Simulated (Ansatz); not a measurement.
One change: `O[B](F)[GeH2][SiH3]` becomes `OBB(O)F`.

Ansatz, PBE0-D4/def2-TZVP geometries, multiplicity 1. Each molecule was computed in one conformer, which needn't be the lowest.

Scalar relativity is left out up to krypton.

| property | `O[B](F)[GeH2][SiH3]` |
| --- | --- |
| HOMO–LUMO gap (ωB97M-V/def2-TZVPP) / eV | 11.31 |
| HOMO energy (ωB97M-V/def2-TZVPP) / eV | -10.10 |
| LUMO energy (PBE0/def2-TZVPP) / eV | -0.67 |
| LUMO energy (ωB97M-V/def2-TZVPP) / eV | 1.21 |
| HOMO–LUMO gap (PBE0/def2-TZVPP) / eV | 7.40 |
| HOMO energy (B3LYP/def2-TZVPP) / eV | -7.85 |

Q: Give the same properties after the change, and the shifts. (Best estimate.)

A: Computed: 
```csv
property,`OBB(O)F`,shift
HOMO–LUMO gap (ωB97M-V/def2-TZVPP) / eV,10.93,-0.38
HOMO energy (ωB97M-V/def2-TZVPP) / eV,-10.51,-0.41
LUMO energy (PBE0/def2-TZVPP) / eV,-1.62,-0.95
LUMO energy (ωB97M-V/def2-TZVPP) / eV,0.42,-0.79
HOMO–LUMO gap (PBE0/def2-TZVPP) / eV,6.59,-0.81
HOMO energy (B3LYP/def2-TZVPP) / eV,-8.03,-0.18
```

With PBE0 the HOMO falls by 0.15 eV and the LUMO falls by 0.95 eV, so the gap narrows by about 0.80 eV. PBE moves the HOMO by 0.17 eV and ωB97M-V by -0.41 eV.

B3LYP here is the variant with VWN-RPA as its local correlation; programs differ in this.
